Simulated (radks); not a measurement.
All-electron atom: Mn III in [Ar] 3d4 4p1 (not the ground configuration). Calculated with a radial shooting solver on a logarithmic mesh with Libxc functionals: scalar-relativistic Kohn-Sham, r2SCAN, spin-unpolarised, spherical densities, finite nucleus; meta-GGA in the generalised Kohn-Sham scheme; Fermi nuclear charge, rms radius 3.7057 fm.

Normalised radial functions P(r) = r R(r), r in bohr:

```
   r/bohr * 1s, o 2s, + 2p (the largest magnitude, 3.62, reaches the edge; | marks zero, & curves that meet)
 0.006704                             +  o       *
   0.0088                             +   o        *
  0.01155                             +    o          *
  0.01504                             |+    o            *
  0.01974                             |+     o              *
  0.02571                             | +    o                 *
  0.03374                             |  +   o                   *
  0.04429                             |   + o                    *
  0.05767                             |    o+                  *
   0.0757                             |o      +            *
  0.09857                          o  |          +    *
   0.1294                     o       |         *  +
   0.1698                o            |    *        +
   0.2211              o              | *           +
   0.2903               o             *           +
    0.381                   o         *       +
   0.4961                       o     *    +
   0.6512                           o * +
   0.8479                            o*+
    1.113                             &
    1.461                             &
    1.902                             &
    2.497                             &
    3.277                             &
    4.267                             &
    5.601                             &
    7.294                             &
    9.573                             &
```

1s: eigenvalue -6479.8 eV, 0 radial nodes, <r> = 0.0609 bohr, 90 % of the charge inside 0.109 bohr. 2s: eigenvalue -779.98 eV, 1 radial node at r = 0.0822 bohr, <r> = 0.279 bohr, 90 % of the charge inside 0.432 bohr. 2p: eigenvalue -663.42 eV, 0 radial nodes, <r> = 0.247 bohr, 90 % of the charge inside 0.405 bohr.
